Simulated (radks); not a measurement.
These are the eigenvalues of the occupied orbitals of an atom or ion with whole-number occupations (eV). All-electron calculation, non-relativistic Kohn-Sham, PBE, spin-polarised, spherical densities, point nucleus. Program: a radial shooting solver on a logarithmic mesh with Libxc functionals.

1s up: -3934.927
1s down: -3934.897
2s up: -417.6145
2s down: -417.5833
2p up: -341.4046
2p down: -341.3750
3s up: -53.5752
3s down: -53.4576
3p up: -34.9373
3p down: -34.7863
4s up: -9.3035

Which element is it, and in what charge state? The configuration may be excited. Open shells, if any, are filled with parallel spins first.

Answer. Z = 20, calcium, charge +1: Ca+ in [Ar] 4s1. The list shows which subshells hold electrons but not how many an open one holds; the 1s level, -144.61 hartree, gives Z - s = 17.0 by -(Z - s)^2/2, which with screening narrows Z to a few neighbours, and the depths of the outer levels then fix element, charge and occupations together.
